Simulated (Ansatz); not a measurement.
Ansatz (a quantum-chemistry and plane-wave program) input file for BrH₂NOSW, SMILES [NH]=[W]([OH])(=[S])[Br], multiplicity 1, PBE/def2-SVPD. Coordinates come from a r2SCAN-D4/def2-SVP optimisation. The multiplicity is an assumed one; no other spin state was optimised. The structure was generated by enumeration; whether it is a known compound was not checked. The def2 effective core potentials stand for the cores of W; spin–orbit coupling is left out. One conformer was computed; it need not be the lowest.

Ansatz 0.2 input:
```yaml
crystal:
  periodic: [false, false, false]
  atoms:
    - {symbol: W, position_ang: [0.05105327, -0.43864899, 0.09425043]}
    - {symbol: N, position_ang: [-0.36636773, -1.51002021, -1.22070065]}
    - {symbol: H, position_ang: [-0.14772803, -2.10757338, -2.01667584]}
    - {symbol: S, position_ang: [2.18868112, -0.32970934, 0.23997041]}
    - {symbol: Br, position_ang: [-0.84817667, 1.76070261, -0.44306314]}
    - {symbol: O, position_ang: [-0.64719260, -1.15933814, 1.68951864]}
    - {symbol: H, position_ang: [-1.22081320, -1.93679715, 1.73858271]}
basis:
  gaussian:
    orbitals: def2-SVPD
hamiltonian:
  xc: {name: PBE}
```

Output:

```
WARN ansatz: RAYON_NUM_THREADS=1 ignored (pool sized by the plan → 1); use --threads N
Functional definition: PBE
integrals: 0.12 GiB planned
1513 factors; their error is unknown
mean field: 0.68 GiB planned
mean field evaluation 1: about -86233.5219 eV, gradient 9.3e1 eV
mean field evaluation 2: about -86018.6480 eV, gradient 2.9e2 eV
mean field evaluation 4: about -86246.9165 eV, gradient 3.6e1 eV
mean field evaluation 8: about -86250.2889 eV, gradient 4.1e0 eV
mean field evaluation 16: about -86250.2621 eV, gradient 3.6e-3 eV
mean field -86250.26211520 eV, -3169.6386702061 hartree, gradient 3.5e-5 eV, S^2 0.000000; 0 other end points of the search recorded, 0 dependent functions left out
reference -86250.26217425 eV, -3169.6386723762 hartree; 41, 41 occupied and 121, 121 virtual orbitals, 1513 factors
Total energy: -86250.26217425 eV, -3169.6386723762 hartree
```

The calculation finished and met its thresholds.
